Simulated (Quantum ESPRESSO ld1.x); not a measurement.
The numbers below are computed, except where a source is named.
Problem. Species: Fe+. Configuration: [Ar] 3d5 4s1 4p1 (not the ground configuration). Code: ld1.x of Quantum ESPRESSO 7.5. Model: Dirac Kohn-Sham, revPBE, spin-unpolarised, spherical densities, point nucleus; open shells fill j = l - 1/2 first. Some entries of the table are withheld. Estimate them.

orbital  occ.  eigenvalue (eV)  r(max) (bohr)
1s1/2       2         -7014.71        0.03826
2s1/2       2         -836.928         0.2224
2p1/2       2         -723.767         0.1782
2p3/2       4         -711.293         0.1807
3s1/2       2              (1)         0.6991
3p1/2       2         -77.3222            (2)
3p3/2       4         -75.7490            (3)
3d3/2       4              (4)            (5)
3d5/2       1              (6)            (7)
4s1/2       1              (8)          2.184
4p1/2       1          -9.1624            (9)
4p3/2       0          -9.0578           (10)

Solution. 
(1) 3s1/2 eigenvalue (eV): -110.493
(2) 3p1/2 r(max) (bohr): 0.7060
(3) 3p3/2 r(max) (bohr): 0.7130
(4) 3d3/2 eigenvalue (eV): -22.8826
(5) 3d3/2 r(max) (bohr): 0.6968
(6) 3d5/2 eigenvalue (eV): -22.7106
(7) 3d5/2 r(max) (bohr): 0.6992
(8) 4s1/2 eigenvalue (eV): -14.7415
(9) 4p1/2 r(max) (bohr): 2.623
(10) 4p3/2 r(max) (bohr): 2.647
